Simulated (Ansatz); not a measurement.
```yaml
crystal:
  periodic: [false, false, false]
  atoms:
    - {symbol: N, position_ang: [-0.590790, 0.830184, 1.000603]}
    - {symbol: Zr, position_ang: [0.322863, -0.491301, -0.546226]}
    - {symbol: Cl, position_ang: [2.174460, -1.904915, 0.644396]}
    - {symbol: Cl, position_ang: [-1.614191, -1.898480, -1.601157]}
    - {symbol: Cl, position_ang: [1.419227, 1.012473, -2.397088]}
    - {symbol: H, position_ang: [-1.649293, 1.234717, 0.973906]}
    - {symbol: H, position_ang: [-0.062264, 1.217322, 1.925577]}
basis:
  gaussian: {orbitals: def2-SVP, final_grid: {core_spheres: 8, valence_spheres: 7, degree: 23}}
magnetization: {spin_polarized: true, initial_magnetization: 1}
hamiltonian: {xc: {name: wB97X-V}}
accuracy: high
```

```sh
$ ansatz run in.yaml --threads 4 --pin off --events-out ev --progress --plain --max-ram 10444MiB
```

It prints (some lines left out):

```
Error: a molecule whose nuclei and cores have a total charge of 72 cannot have a net charge of 0 together with 1 unpaired electrons
```

Question: What is wrong with this run?

Answer: The number of unpaired electrons doesn't fit the electron count. The program refused the input.
